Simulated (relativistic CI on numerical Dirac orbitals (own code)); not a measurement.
# Cr XVIII: sensitivity of the levels to the model

Base calculation: Dirac-Coulomb-Breit CI, orbitals from a KLI potential per configuration, model QED, unscaled Slater integrals.

Configuration list (outside the closed core 1s2): 2s2.2p3, 2s.2p4, 2p5, 2p4.3s, 2p4.3p, 2p4.3d, 2s2.2p2.3s, 2s2.2p2.3p, 2s2.2p2.3d, 2s.2p3.3s, 2s.2p3.3p, 2s.2p3.3d, 2s2.2p2.4s, 2s2.2p2.4p, 2s2.2p2.4d, 2s2.2p2.4f. Levels of other configurations are missing.

The lowest level and the first level of each name with at least 55 % of one term (blank where a level has no safe partner in the second run):

```
          Level  Base (cm⁻¹)  Shift (cm⁻¹)
2s2.2p3 4S°_3/2            0             0
2s2.2p3 2D°_3/2       129803         -1060
2s2.2p3 2D°_5/2       154909         +2325
2s2.2p3 2P°_1/2       228863          -141
2s2.2p3 2P°_3/2       267282         +2238
  2s.2p4 4P_5/2       668766          -318
  2s.2p4 4P_3/2       715711          -181
  2s.2p4 4P_1/2       733543           +80
  2s.2p4 2D_3/2       932740          -420
  2s.2p4 2D_5/2       940831         +1149
  2s.2p4 2S_1/2      1073787         -2114
  2s.2p4 2P_3/2      1118998           +85
  2s.2p4 2P_1/2      1185016         +1191
    2p5 2P°_3/2      1761316         -2192
```

At this charge energies of transitions that change n are usually good to better than 1 %, and those within a shell (Δn = 0) to a few per cent.

Problem. One thing was changed in a second run, which moved the levels as shown. Which?
A. QED terms removed
B. Breit term removed
C. configuration mixing switched off
D. only the first 3 configurations

Solution. B. Breit term removed. The Breit term mainly narrows fine-structure intervals, so removing it widens them.

LS names give the leading component of a level, which can be under half, so a name can repeat, a term be missing and a line seem to break the LS rules.
